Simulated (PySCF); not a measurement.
From one molecule to another.

First species: Si(NCO)2Cl2, C2Cl2N2O2Si.
SMILES: `Cl[Si](N=C=O)(N=C=O)Cl`

Second species: C₃H₉GaO.
Atom-mapped SMILES: `[CH3:1][CH:2]([CH3:3])[O:4][GaH2:5]` (hydrogens: H6, H7, H8 on C1; H9 on C2; H10, H11, H12 on C3; H13, H14 on Ga5)

Levels: PBE0/def2-SVPD for dipole moment, HOMO energy, LUMO energy, HOMO–LUMO gap, static isotropic polarisability and electronic spatial extent ⟨r²⟩ about the centre of nuclear charge; TDDFT PBE0/def2-SVPD for lowest singlet excitation; TDA PBE0/def2-SVPD for lowest triplet excitation (Tamm–Dancoff); PBE0-D3(BJ)/def2-SVP for rotational constant A and rotational constant C. Geometries: PBE0-D3(BJ)/def2-SVP. All species are isolated and taken at one optimised geometry, non-relativistic unless stated. Electronic properties by PySCF.

Dipoles, sizes and rotational constants follow the conformer. The torsions of the flexible species, by atom-mapped SMILES:
- `[CH3:1][CH:2]([CH3:3])[O:4][GaH2:5]`: C1–C2–O4–Ga5 -63°

Problem. Which of the two has the higher ⟨r²⟩, and by how much?

Solution. The first: 2072 bohr² against 811 bohr², a difference of 1261 bohr².

Problem. Which of the two has the higher HOMO energy, and by how much?

Solution. The second: -7.72 eV against -9.35 eV, a difference of 1.63 eV.

Problem. Which has the higher dipole moment?

Solution. The second: 1.15 D against 0.50 D, a difference of 0.65 D.

Problem. Which of the two has the higher rotational constant A, and by how much?

Solution. The second: 6.144 GHz against 0.970 GHz, a difference of 5.174 GHz.

Problem. Which of the two has the higher S1 energy, and by how much?

Solution. The first: 6.94 eV against 5.11 eV, a difference of 1.83 eV.

Problem. Which of the two has the higher HOMO–LUMO gap, and by how much?

Solution. The first: 8.59 eV against 6.52 eV, a difference of 2.07 eV.

Problem. Which of the two has the higher static isotropic polarisability, and by how much?

Solution. The first: 92.2 au against 71.3 au, a difference of 20.9 au.

Problem. Which of the two has the higher rotational constant C, and by how much?

Solution. The second: 1.584 GHz against 0.571 GHz, a difference of 1.013 GHz.

On the first: The principal polarisabilities are 75.9, 88.9 and 111.8 au; their mean is the isotropic value. The polarisability is 13.66 Å³ as a volume (1 au = 0.148185 Å³), or 1.02 au for each of the 90 electrons.

On the second: The vertical singlet–triplet gap S1 − T1 is 0.25 eV (TDDFT singlet less Tamm–Dancoff triplet; S1: HOMO→LUMO, weight 0.99; T1: HOMO→LUMO, weight 0.94). The calculation is non-relativistic and has no spin–orbit coupling, an omission that weighs most on gallium.
